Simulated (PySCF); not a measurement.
Compound: (H2Al-mu-F)3.
Bonds: Al1–F4, Al1–F12, F4–Al5, Al5–F8, F8–Al9, Al9–F12. Hydrogens: H2, H3 on Al1; H6, H7 on Al5; H10, H11 on Al9.

The closed-shell ground state was solved at several levels (PySCF, density fitting, gas phase, non-relativistic). The structure is a single PBE0-D3(BJ)/def2-SVP conformer in the gas phase; no vibrational or solvent corrections.

| level | basis functions | total energy (Eh) | HOMO (eV) | LUMO (eV) | gap (eV) | dipole (D) |
| --- | --- | --- | --- | --- | --- | --- |
| B3LYP/pcSseg-1 (pcSseg-2 on Al) | 210 | -1030.8229 | -8.35 | -0.61 | 7.74 | 0.03 |
| wB97X-D/def2-SVPD | 189 | -1030.1769 | -10.48 | 1.23 | 11.71 | 0.04 |
| PBE/pcSseg-1 (pcSseg-2 on Al) | 210 | -1030.0159 | -7.22 | -1.15 | 6.07 | 0.03 |

Problem. Estimate the row for PBE0/pcSseg-1 (pcSseg-2 on Al), a basis of 210 functions; the other rows only guide the guess.

Solution. Total energy -1030.0919 Eh, HOMO -8.54 eV, LUMO -0.38 eV, gap 8.16 eV, dipole 0.03 D.

Problem. Over all these levels, which gives the widest orbital gap and which the narrowest?

Solution. wB97X-D/def2-SVPD (range-separated hybrid) has the widest, 11.71 eV, and PBE/pcSseg-1 (pcSseg-2 on Al) (GGA) the narrowest, 6.07 eV. Functional and basis both differ between the two, so the spread mixes both effects.

Problem. In the pcSseg-1 (pcSseg-2 on Al) basis, how does the gap go with the fixed share of exact exchange?

Solution. PBE (0 %) 6.07 eV; B3LYP (20 %) 7.74 eV; PBE0 (25 %) 8.16 eV. Each rise in the share widens the gap here.

Problem. How far do the dipole and the HOMO energy spread over the levels?

Solution. The dipole runs from 0.03 to 0.04 D (mean 0.03 D) and the HOMO from -10.48 to -7.22 eV.

wB97X-D is run here without its empirical dispersion term; that term would change no orbital, density or response property at a fixed geometry.
